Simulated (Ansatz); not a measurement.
Calculated with Ansatz (gas phase, PBE0-D4/def2-TZVP geometries, no zero-point term in ΔE). CCSD(T)/CBS adds triple-zeta CCSD(T) − MP2 to the extrapolated MP2 energy (def2 sets, frozen cores). This one scheme is used for every species. Functionals use def2-TZVPP. Each species was taken in one conformer, which may not be the lowest.

Reaction (formal hydrolysis of the Si–P bond): `F[SiH2]P[SiH3]` + H₂O → silanol + `F[SiH2]P`

`F[SiH2]P[SiH3]`:

Z-matrix (Å, degrees):
```
Si
P 1 2.240
F 1 1.602 2 107.7
H 1 1.484 2 109.0 3 117.5
H 1 1.485 2 114.5 3 -118.6
Si 2 2.254 1 96.1 3 90.9
H 2 1.424 1 91.9 3 -174.0
H 6 1.485 2 108.8 1 173.0
H 6 1.486 2 113.0 1 51.5
H 6 1.485 2 107.2 1 -68.9
```

H₂O:

```xyz
3

O    -0.295   -0.152    0.203
H     0.112   -0.507   -0.590
H     0.183    0.659    0.387
```

`O[SiH3]`:

```xyz
6

O    -1.069   -0.552   -0.440
Si    0.389    0.073    0.005
H    -1.843   -0.279    0.054
H     0.410    1.557   -0.112
H     1.383   -0.519   -0.918
H     0.731   -0.279    1.411
```

`F[SiH2]P`:

```xyz
7

F     0.617    1.470   -1.381
Si    0.319    0.039   -0.723
P    -1.088    0.329    1.001
H    -0.350   -0.811   -1.740
H     1.629   -0.546   -0.348
H    -0.047    0.591    1.932
H    -1.081   -1.071    1.259
```

```csv
level,ΔE (kJ/mol)
r2SCAN0,-55.8
CCSD(T)/def2-TZVPP,-57.4
```

Question: What does CCSD(T)/CBS give? (Estimate.)

Answer: The calculation gave: -53.2 kJ/mol. The listed levels differ from it by -2.6, -4.2 kJ/mol.

Largest T1 diagnostic among the species: 0.013.

Leaving LDA and LC-ωPBE aside and taking each functional with its dispersion term where it has one, the values, not all of them listed here, spread over 29.7 kJ/mol, from CAM-B3LYP-D4 to revPBE-D4. At CCSD(T), def2-SVP lies −3.7 kJ/mol from the extrapolated value and def2-TZVPP −4.3 kJ/mol.
